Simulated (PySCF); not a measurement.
Radial density of Cd²⁺ (cadmium, charge +2)

TPSS, [Kr] 4d9 5p1, one real determinant (an excited configuration). All numbers are calculated (PySCF 2.14, the spin-free X2C one-electron Hamiltonian (Gaussian nucleus), in x2c-QZVPPall with one added diffuse shell each of s, p, d, f, g type (14s9p8d5f3g, 143 functions)).

```
r (bohr)  4πr²ρ (e/bohr)  4πr²(ρα − ρβ)
  0.0224           61.79         0.0023
  0.0377           53.22         0.0093
  0.0634           64.33         0.0268
   0.107           76.16         0.0818
   0.179           52.62         0.2407
   0.302           62.42         0.1671
   0.507           22.71         0.1168
   0.854           20.33         0.9785
    1.44           7.817         0.6496
    2.41           1.118         0.5327
    4.06          0.1598         0.1523
    6.83        0.001909         0.0019
```

Densities and radii are taken from the X2C orbitals without a picture-change correction, which distorts them close to the nucleus.

⟨L²⟩ = 8.02 against 12 for a pure F term, so this real determinant mixes terms.
